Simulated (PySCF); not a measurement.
# Ionisation energy of Nb²⁺ by level of theory

Nb²⁺ [Kr] 4d3 (4F) → Nb³⁺ [Kr] 4d2 (3F), as a difference of total energies. Calculation: PySCF 2.14, in x2c-TZVPPall; scalar relativity by spin-free X2C-1e. Correlated levels: valence and next inner shell: [Ar] 3d10 frozen. The calculations carry no spin-orbit coupling.

| method | ionisation energy (eV) | difference from reference (eV) |
| --- | --- | --- |
| UHF | 24.234 | -0.806 |
| MP2 (valence and next inner shell) | 25.003 | -0.037 |
| SCS-MP2 (valence and next inner shell) | 24.792 | -0.248 |
| CCSD (valence and next inner shell) | 24.937 | -0.103 |
| CCSD(T) (valence and next inner shell) | 24.962 | -0.078 |

Reference: 25.04 eV (semi-empirical (NIST evaluation); NIST Atomic Spectra Database, ionization energies).

The reference lies between the lowest fine-structure levels, while these numbers refer to the centres of the terms.

Errors of the correlated levels include the incompleteness of this basis and the frozen core.
